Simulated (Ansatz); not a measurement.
Basis sets compared for the cluster Mg3N2⁻. Charge -1, multiplicity 2. Geometry B3LYP-D4/def2-SVPD. Ansatz on 4 threads of Arm Neoverse V1 on a shared host; times are rough, and most runs start from earlier orbitals.

```xyz
5

Mg   -2.024   -0.425    1.804
Mg    1.327    2.502   -1.158
Mg    0.428   -2.651   -0.410
N     0.499   -0.034   -0.446
N    -0.230    0.608    0.211
```

At HF/STO-3G, PBE-D4/def2-SVPD, PBE-D4/def2-TZVPD the highest occupied level of the charge -1 doublet lies above zero (up to 5.35 eV). In Hartree–Fock with STO-3G the lack of diffuse functions raises the level. By energy differences its removal costs 1.33 eV (vertical, to the charge 0 singlet, at PBE-D4/def2-TZVPD); a positive level beside a positive removal energy at the same level points to self-interaction error. At HF/6-31G the charge -1 doublet is spin-contaminated (final ⟨S²⟩ up to 0.98, 0.75 for a pure state). The structure comes from a short search, and lower isomers may exist.

```csv
level,functions,energy (Eh),HOMO (eV),LUMO (eV),wall time
HF/STO-3G,37,-698.2982,5.35,18.34,0.45 s
HF/6-31G,57,-707.6350,-2.30,4.06,1.7 s
PBE-D4/def2-SVPD,103,-708.9872,0.61,1.21,2.5 s
PBE0-D4/def2-SVPD,103,-709.0256,-0.28,1.76,6.5 s
```

Task: Estimate the rows for PBE-D4/def2-TZVPD (with forces), PBE0-D4/def2-TZVPD.

Result: 
| level | functions | energy (Eh) | HOMO (eV) | LUMO (eV) | wall time |
| --- | --- | --- | --- | --- | --- |
| PBE-D4/def2-TZVPD (with forces) | 179 | -709.3191 | 0.65 | 1.24 | 4.3 s |
| PBE0-D4/def2-TZVPD | 179 | -709.3575 | -0.23 | 1.80 | 6.5 s |
